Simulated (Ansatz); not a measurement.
`[F][Hf]([Cl])([Cl])[Cl]`, charge 0, multiplicity 1.

Question: Give a relaxed structure at PBE0-D4/def2-TZVP (the Gaussian-basis code of Ansatz). (An estimate is asked.)

Answer: Computed: 
Z-matrix (Å, degrees):
```
Hf
F 1 1.881
Cl 1 2.324 2 108.9
Cl 1 2.324 2 108.9 3 120.0
Cl 1 2.324 2 108.9 3 -120.0
```
Point group C3v.
